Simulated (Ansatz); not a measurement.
Start from `B[Si](C)(F)Cl` and change one atom or group to get `C[SiH](F)Cl`.

Ansatz, PBE0-D4/def2-TZVP geometries, multiplicity 1. 

```json
{"property": "HOMO–LUMO gap (PBE0/def2-TZVPP) / eV", "`B[Si](C)(F)Cl`": "5.58"}
{"property": "LUMO energy (ωB97M-V/def2-TZVPP) / eV", "`B[Si](C)(F)Cl`": "-0.68"}
{"property": "LUMO energy (PBE0/def2-TZVPP) / eV", "`B[Si](C)(F)Cl`": "-2.66"}
{"property": "size of the dipole moment (PBE/def2-TZVPP) / D", "`B[Si](C)(F)Cl`": "2.02"}
{"property": "LUMO energy (PBE/def2-TZVPP) / eV", "`B[Si](C)(F)Cl`": "-3.65"}
{"property": "HOMO energy (B3LYP/def2-TZVPP) / eV", "`B[Si](C)(F)Cl`": "-8.04"}
```

**Question.** What does the change do to each property? (An estimate is asked.)

**Answer.** The calculation gave: 
```tsv
property	`C[SiH](F)Cl`	shift
HOMO–LUMO gap (PBE0/def2-TZVPP) / eV	9.67	4.09
LUMO energy (ωB97M-V/def2-TZVPP) / eV	2.46	3.14
LUMO energy (PBE0/def2-TZVPP) / eV	0.71	3.37
size of the dipole moment (PBE/def2-TZVPP) / D	2.01	-0.01
LUMO energy (PBE/def2-TZVPP) / eV	-0.20	3.45
HOMO energy (B3LYP/def2-TZVPP) / eV	-8.73	-0.69
```

With PBE0 the HOMO falls by 0.73 eV and the LUMO rises by 3.37 eV, so the gap widens by about 4.10 eV. PBE moves the HOMO by -0.62 eV and ωB97M-V by -0.81 eV. Dipoles are sizes alone; their direction can turn.

B3LYP here is the variant with VWN-RPA as its local correlation; programs differ in this.
